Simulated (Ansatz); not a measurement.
Basis-set extrapolation for `C[SiH]1CSS1` (PBE0-D4/def2-TZVP geometry, frozen core, the Gaussian-basis code of Ansatz). Multiplicity 1, RHF reference.

```tsv
	def2-TZVPP	def2-QZVPP
HF	-1163.317219	-1163.352280
MP2 correlation	-0.811947	-0.875398
CCSD(T) correlation	-0.912012	not run
```

Energies in hartree. Use E(X) = E(∞) + A·exp(−7.88·√X) for Hartree–Fock and E(X) = E(∞) + B·X^(−2.97) for correlation, with X = 3 and 4, and add CCSD(T) minus MP2 of the smaller set to the MP2 limit.

**Question.** What is the CCSD(T) energy at the basis-set limit?

**Answer.** HF limit: -1163.352280 + (-0.035061) × 0.13774 = -1163.35711. MP2 limit: -0.875398 + (-0.063451) × 0.74074 = -0.92240. Higher-order term: -0.912012 − (-0.811947) = -0.10007. Total: -1164.37958 hartree, 4.09 eV below CCSD(T)/def2-TZVPP.
